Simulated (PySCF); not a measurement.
```xyz
5
charge 0 multiplicity 1, angstrom
Mo    0.0000   -0.0245   -0.0173
N     0.0000   -1.3421   -0.9494
F     1.5373   -0.1469    0.9833
F    -1.5373   -0.1469    0.9833
F     0.0000    1.3908   -1.1906
```

All numbers come from PySCF, PBE0, basis Mo def2-TZVP with ECP28, N def2-TZVP, F def2-TZVP (scalar-relativistic core potentials, no spin–orbit coupling, density fitting).

This geometry of MoNF3 is a stationary point at this level.

Task: What is the point group?

Result: C3v.

Task: Is it a minimum?

Result: Yes: all harmonic wavenumbers are real.

Task: Which band is strongest in the infrared?

Result: 725 cm⁻¹ (e), 366 km/mol.

Task: What is the atomisation energy, with and without zero-point energy?

Result: 1992 kJ/mol without, 1964 kJ/mol with.

Stability towards spin polarisation was not tested. This need not be the most stable arrangement of these atoms.
